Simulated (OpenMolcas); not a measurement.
O+: effect of the IPEA shift

| Property | Result |
| --- | --- |
| Program | OpenMolcas |
| Basis | ANO-RCC-VTZP [4s3p2d1f] |
| Scalar Hamiltonian | DKH2, point nucleus |
| Active space | 5 electrons in 4 orbitals (2s 2p) |
| State averaging | 2S+1 = 4 odd, 1 root; 2S+1 = 2 odd, 8 roots kept (CI in the orbitals of an earlier block); 2S+1 = 4 even, 3 roots; 2S+1 = 2 even, 9 roots kept (CI in the orbitals of an earlier block) |
| Spin-orbit coupling | RASSI with atomic mean-field integrals over the reference wave functions, term energies averaged over their components |

Methods on the same reference wave functions:
A. CASSCF
B. SS-CASPT2, IPEA 0 Eh, imaginary shift 0.1 Eh (closed shells correlated: 1s)
C. SS-CASPT2, IPEA 0.25 Eh, imaginary shift 0.1 Eh (closed shells correlated: 1s)

Energies in cm-1 above 2s2 2p3 4S* 3/2, the measured ground level; measured values from NIST Handbook of Basic Atomic Spectroscopic Data.

| Level | A | B | C | Measured |
| --- | --- | --- | --- | --- |
| 2s2 2p3 4S* 3/2 | 0.0 | 0.0 | 0.0 | 0.0 |
| 2s2 2p3 2D* 3/2 | 30725 | 27960 | 27810 | 26831 |
| 2s2 2p3 2D* 5/2 | 30729 | 27960 | 27820 | 26811 |
| 2s2 2p3 2P* 3/2 | 41803 | 41570 | 41290 | 40468 |
| 2s2 2p3 2P* 1/2 | 41807 | 41570 | 41300 | 40470 |
| 2s 2p4 4P 5/2 | 121690 | 120760 | 120530 | 119837 |
| 2s 2p4 4P 3/2 | 121840 | 120910 | 120680 | 120000 |
| 2s 2p4 4P 1/2 | 121929 | 121000 | 120770 | 120083 |
| 2s 2p4 2D 3/2 | 179619 | 168130 | 169210 | 165996 |
| 2s 2p4 2D 5/2 | 179619 | 168130 | 169210 | 165988 |
| 2s 2p4 2S 1/2 | 209717 | 199670 | 201070 | 195710 |
| 2s 2p4 2P 3/2 | 235039 | 218700 | 220520 | 212594 |
| 2s 2p4 2P 1/2 | 235219 | 218880 | 220700 | 212762 |

Deviations, from unrounded energies. A percentage is the sum of absolute deviations over the sum of measured energies, with the sign that they share, or ± where signs differ.

| Against measurement | Levels | A | B | C |
| --- | --- | --- | --- | --- |
| mean absolute deviation (cm-1) | 12 | 8500 | 2300 | 2800 |
| other terms of the ground configuration (%) | 4 | +7.8 | +3.3 | +2.7 |
| other configurations (%) | 8 | +7.0 | +1.8 | +2.3 |

B lies closest to measurement on these levels and A furthest from it. The largest miss of B in the table is 2s 2p4 2P 1/2, by +6100 cm-1. The ranking rests on the paired levels alone, and a cruder setting can come out closer through cancelling errors.

Between B and C the level of the table that moves most is 2s 2p4 2P 3/2, by 1800 cm-1 (lowest in B, highest in C). Moves below CASPT2's spread within the term are not significant.

From A to B the spin-free energies of the other terms of 2s2 2p3 shown, above 4S*, scale by factors of 0.91 to 0.99.

The lowest spin-free term lies below A's lowest term by 0.115 hartree in B, 0.109 hartree in C.

CASPT2 breaks the degeneracy within a term, and the mean is taken; among the terms shown or strongly mixed into the levels shown the widest spread is 200 cm-1 (2s 2p4 2D, C). Terms from blocks run as CI alone lack orbitals of their own. Without dynamic correlation excited terms often stand tens of per cent too high (terms of higher spin than the ground term too low), and those without a measured partner can miss by more than the paired ones (holds for A). Measured partners are found by configuration, term and J. A level has none where our copy of the source lacks it or the pairing is in doubt (some pairs that miss far off the trend of their configuration count as doubtful), and it then counts in no deviation. Only configurations of the active space appear.

* marks odd parity.
